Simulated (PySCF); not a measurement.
Atom-mapped SMILES (the numbers label the heavy atoms): `[CH3:1][NH:2][AlH2-:3][O+:4]([CH3:5])[CH3:6]` (H(Xn): hydrogen on atom n).

Calculated, not measured (PySCF 2.14): structure optimised with PBE0-D3(BJ)/def2-SVP, KT2/pcSseg-1 with gauge-including orbitals. No solvent, averaged over atoms made equivalent by symmetry, fast rotation or ring inversion, one conformer, relativity neglected.

Shifts are taken against calculated references (same method and geometry level): TMS for ¹³C (σref 183.22) and ¹H (σref 31.18); ¹⁵N (σref 264.30) vs NH3; AlH4- for ²⁷Al (σref 497.73); H2O for ¹⁷O (σref 330.66).

```csv
atoms,nucleus,count,δ (ppm)
H(Al3),¹H,2,3.96
Al3,²⁷Al,1,79.1
C1,¹³C,1,?
H(N2),¹H,1,0.50
H(C1),¹H,3,3.00
N2,¹⁵N,1,46.6
H(C5)/H(C6),¹H,6,3.55
O4,¹⁷O,1,?
C5/C6,¹³C,2,?
```

Q: Fill in the missing shifts.

A: 
- C5/C6: 61.3 ppm, methyl carbon bonded to O; pulled downfield by the heteroatom
- C1: 37.2 ppm, methyl carbon bonded to N; the inductive effect lowers its shielding
- O4: 27.6 ppm, donor oxygen of a Lewis adduct

The OH or NH signal is concentration- and solvent-dependent in practice; the value given is the gas-phase one. Hydrides on Al or Ga are broadened by the quadrupolar metal nucleus. Shifts are as computed. Against solution values, carbons near 30 ppm lie about +2 ppm off and those near 130 ppm about -5 ppm. Of 1211 compounds with measured shifts, 218 miss one by over three times the rms of a fit or turn the order of signals round; such compounds aren't used in these exercises. Experimental scales use liquid or dissolved standards, which lie at an offset from isolated NH3 (liquid NH3: subtract about 20 ppm) and H2O (liquid H2O: subtract about 36 ppm).
